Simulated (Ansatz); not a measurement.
A CCSD(T) single point on ClF2NbO (`[O]=[Nb]([F])([F])[Cl]`).

```yaml
crystal:
  periodic: [false, false, false]
  atoms:
    - {symbol: O, position_ang: [-0.568492, -0.120534, 1.597750]}
    - {symbol: Nb, position_ang: [0.001467, -0.096338, 0.019079]}
    - {symbol: F, position_ang: [1.648809, -0.944735, 0.006020]}
    - {symbol: F, position_ang: [-1.230633, -0.994090, -1.034321]}
    - {symbol: Cl, position_ang: [0.198649, 2.082096, -0.630027]}
basis:
  gaussian: {orbitals: def2-TZVPP}
correlation: {method: ccsd_t}
output: {orbitals: {seedname: orbitals}}
```

```sh
$ ansatz run in.yaml --threads 4 --pin off --events-out ev --progress --plain
```

Log, shortened:

```
Functional definition: HF
1257 factors; integrals over basis functions are off by at most 6.7e-4 eV
mean field evaluation 1: about -21486.6546 eV, gradient 7.5e1 eV
mean field evaluation 2: about -21486.8494 eV, gradient 7.5e1 eV
mean field evaluation 4: about -21496.7861 eV, gradient 1.1e1 eV
mean field evaluation 8: about -21497.0378 eV, gradient 9.8e-1 eV
mean field evaluation 16: about -21497.0408 eV, gradient 5.1e-6 eV
mean field -21497.04078439 eV, -790.0016776087 hartree, gradient 5.1e-6 eV, S^2 0.000000; 0 other end points of the search recorded, 0 dependent functions left out
8 core orbitals not correlated: weight in the atoms' cores, before any rotation towards them, 1.000 or more for the frozen orbitals, at most 0.000 for the correlated occupied ones
reference -21497.04078439 eV, -790.0016776087 hartree; 20, 20 occupied and 163, 163 virtual orbitals, 1257 factors
second order -38.13314798 eV of doubles, -0.00000000 eV of singles
cycle   1  -35.46788615 eV  change     2.7e0 eV  update   2.7e-1
cycle   2  -36.96398753 eV  change    -1.5e0 eV  update   1.8e-1
cycle   3  -37.26698191 eV  change   -3.0e-1 eV  update   4.2e-2
cycle   4  -37.29228268 eV  change   -2.5e-2 eV  update   1.9e-2
cycle   5  -37.25914944 eV  change    3.3e-2 eV  update   5.0e-3
cycle   6  -37.25756364 eV  change    1.6e-3 eV  update   2.1e-3
cycle   7  -37.25871849 eV  change   -1.2e-3 eV  update   9.1e-4
cycle   8  -37.25820305 eV  change    5.2e-4 eV  update   4.1e-4
cycle   9  -37.25823146 eV  change   -2.8e-5 eV  update   1.7e-4
cycle  10  -37.25850209 eV  change   -2.7e-4 eV  update   7.5e-5
cycle  11  -37.25837531 eV  change    1.3e-4 eV  update   3.6e-5
cycle  12  -37.25831531 eV  change    6.0e-5 eV  update   1.9e-5
cycle  13  -37.25836081 eV  change   -4.5e-5 eV  update   6.3e-6
perturbative correction -1.83364664 eV, -0.0673852712 hartree
Total energy: -21536.13279184 eV, -791.4382823849 hartree
```

Hardware: 4 threads of a server CPU on a shared host. Wall time 26 s, peak host memory 1.8 GiB.

MP2 recovers 97.5 % of the CCSD(T) correlation energy and the triples give 4.7 %; T1 = 0.0216.
